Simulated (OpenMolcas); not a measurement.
## K: effect of the basis set

```
Program             : OpenMolcas
Method              : CASSCF
Active space        : 1 electron in 9 orbitals (3d 4s 4p)
State averaging     : 2S+1 = 2 even, 1 root; 2S+1 = 2 odd, 3 roots
Spin-orbit coupling : state interaction with AMFI integrals over the reference wave functions, term energies averaged over their components
```

A. ANO-R2 [5s4p2d1f], X2C, finite nucleus; cost of the order of 9 core-seconds
B. ANO-RCC-VTZP [6s5p2d1f], DKH2, point nucleus; cost about 6 core-seconds
C. ANO-RCC-VQZP [7s6p3d2f1g], DKH2, point nucleus; cost about 11 core-seconds
D. ANO-RCC [10s9p5d3f2g], DKH2, point nucleus; cost of the order of 14 core-seconds

Energies in cm⁻¹ above 4s ²S_1/2, the measured ground level; measured values from NIST Handbook of Basic Atomic Spectroscopic Data.

| Level | A | B | C | D | Measured |
| --- | --- | --- | --- | --- | --- |
| 4s ²S_1/2 | 0.0 | 0.0 | 0.0 | 0.0 | 0.0 |
| 4p ²P°_1/2 | 21574 | 11499 | 11496 | 11494 | 12985 |
| 4p ²P°_3/2 | 21683 | 11536 | 11531 | 11530 | 13043 |

Deviations, from unrounded energies. A percentage is the sum of absolute deviations over the sum of measured energies, with the sign that they share, or ± where signs differ.

```
           Against measurement  Levels      A      B      C      D
mean absolute deviation (cm-1)       2   8600   1500   1500   1500
      other configurations (%)       2  +66.2  -11.5  -11.5  -11.5
```

B, C, D lie about equally close to measurement and A furthest from it. The largest miss of B in the table is 4p ²P°_3/2, by -1500 cm-1. The ranking rests on the paired levels alone, and a cruder setting can come out closer through cancelling errors.

Among A to D the level of the table that moves most is 4p ²P°_3/2, by 10000 cm-1 (lowest in D, highest in A).

ANO sets are built for ground and valence states and can reach diffuse excited orbitals poorly. With one active electron the reference holds no correlation, so core polarisation is missing. No level of 3d was computed, though it lies in the active space. The ANO-R sets hold no well-fitted valence p shell for this element, so s → p excitations can come out far too high (holds for A). Measured partners are found by configuration, term and J. A level has none where our copy of the source lacks it or the pairing is in doubt (some pairs that miss far off the trend of their configuration count as doubtful), and it then counts in no deviation. Only configurations of the active space appear.

° marks odd parity.
